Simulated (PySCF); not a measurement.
## Vertical excitation energies

Species: Me2PhSi(SeBu), C₁₂H₂₀SeSi.
InChI=1S/C12H20SeSi/c1-4-5-11-13-14(2,3)12-9-7-6-8-10-12/h6-10H,4-5,11H2,1-3H3

Method used: PySCF 2.14.0, density-fitted response routines, TDDFT wB97X-D/def2-SVPD, vertical, gas phase, core orbitals frozen in the response. One conformer (not necessarily the lowest) at the PBE0-D3(BJ)/def2-SVP geometry, without solvent, vibrations or thermal averaging. The wB97X-D/def2-SVPD calculation is non-relativistic and has no spin–orbit coupling, an omission that weighs most on selenium.

| state | E (eV) | E (hartree) | f | main configurations (H = HOMO, L = LUMO) |
| --- | --- | --- | --- | --- |
| S1 | 5.09 | 0.1872 | 0.0040 | H→L+2 (61%), H→L+8 (10%), H→L+6 (10%) |
| S2 | 5.37 | 0.1975 | 0.0021 | H-2→L (52%), H-1→L+1 (40%) |
| S3 | 5.85 | 0.2151 | 0.016 | H→L (78%) |
| S4 | 5.96 | 0.2189 | 0.030 | H→L+3 (58%), H→L+2 (9%) |
| S5 | 6.03 | 0.2215 | 0.044 | H-1→L (62%), H-2→L+1 (27%) |
| S6 | 6.38 | 0.2343 | 0.082 | H→L+1 (84%) |
| S7 | 6.74 | 0.2476 | 0.047 | H→L+4 (22%), H-4→L (18%), H→L+9 (16%) |
| S8 | 6.75 | 0.2480 | 0.0026 | H-4→L (48%), H→L+4 (12%), H-3→L (11%) |
| S9 | 6.88 | 0.2528 | 0.376 | H-1→L+1 (30%), H-2→L (25%), H-2→L+1 (12%) |
| S10 | 6.91 | 0.2539 | 0.769 | H-2→L+1 (48%), H-1→L (20%), H-1→L+1 (14%) |

Triplets (Tamm–Dancoff): T1 4.13 eV, H-1→L (57%), H-2→L+1 (34%); T2 4.70 eV, H→L+2 (50%), H→L+8 (13%), H→L+3 (12%); T3 4.75 eV, H-2→L (73%), H-1→L+1 (21%); T4 4.80 eV, H-2→L+1 (58%), H-1→L (35%).

The lowest singlet lies at 5.09 eV (243 nm, ultraviolet) and is very weak; its leading configuration is HOMO→LUMO+2 (61%). The strongest level in the table is S10 at 6.91 eV (179 nm, f = 0.769). It is the last of those listed, so stronger ones may follow. Löwdin shares by element: HOMO selenium 71%, carbon 8% or more, silicon 7%; LUMO carbon 65% or more (atoms not listed hold the other 35%). Orbital energies (eV): HOMO-3 -9.63, HOMO-2 -9.13, HOMO-1 -9.04, HOMO -8.04, LUMO 1.12, LUMO+1 1.41, LUMO+2 1.70. The listed states span 1.81 eV, and the widest gap between neighbours is 0.48 eV (S2 to S3). The oscillator strengths of these states sum to 1.372; summed over the whole spectrum of an exact calculation they would give the number of electrons, 140 (Thomas–Reiche–Kuhn). The window holds the lowest 10 singlets.
